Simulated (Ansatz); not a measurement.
Harmonic frequencies (cm⁻¹) at PBE0-D4/def2-TZVP from Ansatz: 15, 182, 332, 415, 569, 591, 628, 711, 808, 1189, 1430, 1442, 1559, 3034, 3119, 3130, 3584, 3685.

Each molecule was computed in one conformer, which needn't be the lowest.

Problem. Which molecule is it?
A. `C[Si](F)[SeH]`•
B. `[CH3][Al][NH2]`•
C. `[GeH3][SnH2]`•
D. `C#[C][Al][CH3]`•

Solution. B.
